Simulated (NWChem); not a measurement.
Molecule: C5H7O, doublet; SMILES O=C1C[CH]CC1

```xyz
13

O     -0.0517     2.1030     0.0596
C     -0.0056     0.8953    -0.0061
C      1.2802     0.0536    -0.0347
C      0.8048    -1.3585    -0.0090
C     -0.6924    -1.4761     0.0798
C     -1.2242    -0.0355    -0.0851
H      1.9232     0.3371     0.8154
H      1.8642     0.3178    -0.9332
H      1.4670    -2.2166     0.0187
H     -1.0036    -1.9033     1.0477
H     -1.0988    -2.1579    -0.6815
H     -1.6975     0.1199    -1.0630
H     -1.9620     0.2593     0.6677
```
Atoms are numbered in this order, from 1.

Results from NWChem. Spin-unrestricted. Geometry: optimised at B3LYP/6-31G* (spherical d), spin-unrestricted. No stability test was run on the SCF state. Level: M06-2X/def2-SVP with SMD (1 M gas to 1 M solution), gas-phase geometry. Reactions with the solvent are ignored.

```csv
solvent,dielectric constant,solvation free energy (kcal/mol),cavity-dispersion-structure term (kcal/mol),dipole in solution (D)
water,78.4,-3.7,3.2,3.71
diethyl ether,4.24,-6.7,-3.5,3.13
anisole,4.22,-6.2,-3.1,3.13
2-propanol,19.3,-6.5,-0.6,3.53
```
